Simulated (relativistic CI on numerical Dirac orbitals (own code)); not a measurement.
**Forbidden transitions in Pd XXIII**

Calculated at this level of theory: Dirac-Coulomb-Breit CI, orbitals from a KLI potential per configuration, model QED, unscaled Slater integrals (own radial code, finite nucleus).

Configuration list (outside the closed core [Ne]): 3s2 3p6 3d6, 3s2 3p5 3d7, 3s2 3p4 3d8, 3s 3p6 3d7, 3p6 3d8, 3s 3p5 3d8, 3s2 3p6 3d5 4s, 3s2 3p6 3d5 4p, 3s2 3p6 3d5 4d, 3s2 3p4 3d7 4s, 3s2 3p6 3d5 4f, 3s2 3p5 3d6 4s, 3s2 3p4 3d7 4p, 3s2 3p6 3d4 4s2, 3s2 3p5 3d6 4p, 3s2 3p6 3d4 4s 4p, 3s2 3p4 3d7 4d, 3s 3p5 3d7 4s, 3s2 3p6 3d5 5s, 3s2 3p6 3d5 5p, 3s 3p6 3d6 4s, 3p6 3d7 4s, 3s 3p6 3d6 4p, 3s2 3p5 3d5 4s2, 3s2 3p6 3d5 5f, 3p6 3d7 4p, 3s2 3p6 3d5 6s, 3p6 3d7 4d. Levels of other configurations are missing.

```csv
λ vac (Å),Lower,Upper,Type,A (s⁻¹),log gf
499.35,3s2 3p6 3d6 5D_2 [2],3s2 3p6 3d6 3P_1 [26],M1,1.77e+03,-6.70
584.27,3s2 3p6 3d6 5D_3 [3],3s2 3p6 3d6 1D_2 [25],M1,6.04e+02,-6.81
598.17,3s2 3p6 3d6 5D_2 [2],3s2 3p6 3d6 1F_3 [24],M1,2.67e+02,-7.00
618.93,3s2 3p6 3d6 5D_4 [1],3s2 3p6 3d6 3D_3 [19],M1,1.25e+03,-6.30
628.61,3s2 3p6 3d6 5D_4 [1],3s2 3p6 3d6 3F_3 [18],M1,4.02e+02,-6.78
684.05,3s2 3p6 3d6 5D_4 [1],3s2 3p6 3d6 3G_4 [16],M1,3.09e+02,-6.71
692.80,3s2 3p6 3d6 5D_2 [2],3s2 3p6 3d6 3P_1 [21],M1,1.45e+03,-6.50
753.02,3s2 3p6 3d6 3P_2 [7],3s2 3p6 3d6 3P_1 [26],M1,4.00e+03,-5.99
767.83,3s2 3p6 3d6 5D_3 [3],3s2 3p6 3d6 3F_3 [18],M1,1.74e+03,-5.97
768.98,3s2 3p6 3d6 5D_4 [1],3s2 3p6 3d6 3H_4 [12],M1,1.37e+03,-5.96
777.78,3s2 3p6 3d6 5D_1 [4],3s2 3p6 3d6 3P_1 [21],M1,1.04e+03,-6.55
816.86,3s2 3p6 3d6 5D_2 [2],3s2 3p6 3d6 3D_2 [17],M1,1.19e+03,-6.22
860.27,3s2 3p6 3d6 3H_4 [6],3s2 3p6 3d6 1F_3 [24],M1,6.43e+02,-6.30
895.76,3s2 3p6 3d6 5D_4 [1],3s2 3p6 3d6 3F_3 [10],M1,1.09e+03,-6.04
972.29,3s2 3p6 3d6 5D_1 [4],3s2 3p6 3d6 3D_1 [14],M1,7.62e+02,-6.49
984.29,3s2 3p6 3d6 5D_0 [5],3s2 3p6 3d6 3D_1 [14],M1,1.93e+03,-6.08
1025.8,3s2 3p6 3d6 5D_4 [1],3s2 3p6 3d6 3H_5 [9],M1,1.82e+02,-6.50
1028.1,3s2 3p6 3d6 3G_5 [15],3s2 3p6 3d6 3F_4 [27],M1,1.84e+03,-5.58
1039.6,3s2 3p6 3d6 3H_5 [9],3s2 3p6 3d6 1G_4 [23],M1,1.40e+03,-5.69
1131.7,3s2 3p6 3d6 3F_3 [10],3s2 3p6 3d6 1D_2 [25],M1,1.51e+03,-5.84
1137.7,3s2 3p6 3d6 5D_1 [4],3s2 3p6 3d6 1S_0 [13],M1,7.72e+03,-5.82
1141.8,3s2 3p6 3d6 5D_2 [2],3s2 3p6 3d6 3F_2 [11],M1,1.32e+03,-5.89
1165.9,3s2 3p6 3d6 5D_3 [3],3s2 3p6 3d6 3F_2 [11],M1,5.09e+02,-6.29
1171.2,3s2 3p6 3d6 3F_2 [11],3s2 3p6 3d6 1D_2 [25],M1,1.83e+03,-5.73
1181.9,3s2 3p6 3d6 5D_2 [2],3s2 3p6 3d6 3F_3 [10],M1,3.05e+02,-6.35
1196.1,3s2 3p6 3d6 3H_4 [6],3s2 3p6 3d6 3D_3 [19],M1,9.97e+02,-5.82
1207.8,3s2 3p6 3d6 5D_3 [3],3s2 3p6 3d6 3F_3 [10],M1,1.16e+03,-5.75
1218.9,3s2 3p6 3d6 3F_3 [10],3s2 3p6 3d6 1G_4 [23],M1,7.02e+02,-5.85
1282.6,3s2 3p6 3d6 5D_4 [1],3s2 3p6 3d6 3H_4 [6],M1,2.60e+03,-5.24
1300.7,3s2 3p6 3d6 3P_2 [7],3s2 3p6 3d6 3P_1 [21],M1,3.90e+03,-5.53
1397.2,3s2 3p6 3d6 3H_6 [8],3s2 3p6 3d6 1I_6 [20],M1,1.35e+03,-5.29
1403.0,3s2 3p6 3d6 3H_5 [9],3s2 3p6 3d6 1I_6 [20],M1,5.82e+02,-5.65
1523.3,3s2 3p6 3d6 5D_3 [3],3s2 3p6 3d6 3P_2 [7],M1,5.31e+03,-5.03
1548.3,3s2 3p6 3d6 3P_2 [7],3s2 3p6 3d6 3F_3 [18],M1,6.22e+02,-5.81
1571.5,3s2 3p6 3d6 3H_4 [12],3s2 3p6 3d6 1G_4 [23],M1,2.30e+03,-5.12
1920.2,3s2 3p6 3d6 3H_4 [6],3s2 3p6 3d6 3H_4 [12],M1,2.52e+03,-4.90
1934.6,3s2 3p6 3d6 5D_1 [4],3s2 3p6 3d6 3P_2 [7],M1,1.14e+03,-5.49
1954.7,3s2 3p6 3d6 3P_2 [7],3s2 3p6 3d6 3D_1 [14],M1,2.97e+03,-5.29
2002.7,3s2 3p6 3d6 3F_3 [10],3s2 3p6 3d6 3D_3 [19],M1,1.01e+03,-5.37
2050.4,3s2 3p6 3d6 3H_6 [8],3s2 3p6 3d6 3G_5 [15],M1,1.26e+03,-5.06
2053.3,3s2 3p6 3d6 3H_5 [9],3s2 3p6 3d6 3G_4 [16],M1,7.79e+02,-5.35
2063.0,3s2 3p6 3d6 3H_5 [9],3s2 3p6 3d6 3G_5 [15],M1,6.36e+02,-5.35
2248.9,3s2 3p6 3d6 3F_2 [11],3s2 3p6 3d6 3F_3 [18],M1,6.17e+02,-5.48
2969.7,3s2 3p6 3d6 3H_4 [6],3s2 3p6 3d6 3F_3 [10],M1,4.99e+02,-5.34
3466.9,3s2 3p6 3d6 5D_4 [1],3s2 3p6 3d6 5D_3 [3],M1,7.63e+02,-5.02
```

Terms are leading LS components. Brackets give the number of a level in order of energy, since labels repeat. The list gives strong lines, with weight on those to low levels, among the lowest 400 of 9786 levels, so that lines to higher ones, which can be the strongest, are missing. Levels whose partners in the same complex of configurations lie outside the list can be far off, and so can their lines. Rates are taken at the computed energies, electric ones in the length gauge.

At this charge energies of transitions that change n are usually good to better than 1 %, and those within a shell (Δn = 0) to a few per cent. Terms inside the open d or f shell come out 10 to 20 % too wide with unscaled integrals.

LS names give the leading component of a level, which can be under half, so a name can repeat, a term be missing and a line seem to break the LS rules.
